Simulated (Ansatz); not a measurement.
BCl2(NH2) (BNCl2H2). The state is a singlet with charge 0. Geometry PBE-D4/def2-TZVP, basis def2-TZVP, Ansatz.

| run | HOMO (eV) | LUMO (eV) |
| --- | --- | --- |
| A | -7.15 | -0.88 |
| B | -11.40 | 2.44 |
| C | -7.48 | -0.55 |
| D | -8.56 | 0.11 |
| E | -8.00 | -0.21 |
| F | -7.00 | -0.70 |

LC-ωPBE has ω = 0.4 bohr⁻¹.

The runs used BLYP, LC-ωPBE, PBE, PBE0, r2SCAN, r2SCANh. Estimate which is which.

A PBE (0 % exact exchange); B LC-ωPBE (range-separated); C r2SCAN (0 % exact exchange); D PBE0 (25 % exact exchange); E r2SCANh (10 % exact exchange); F BLYP (0 % exact exchange). Exact exchange lowers occupied and raises empty levels; among semilocal functionals meta-GGAs tend to open the gap a little, and such runs are hard to tell apart. The gap grows from 6.27 eV (PBE) to 13.85 eV (LC-ωPBE).
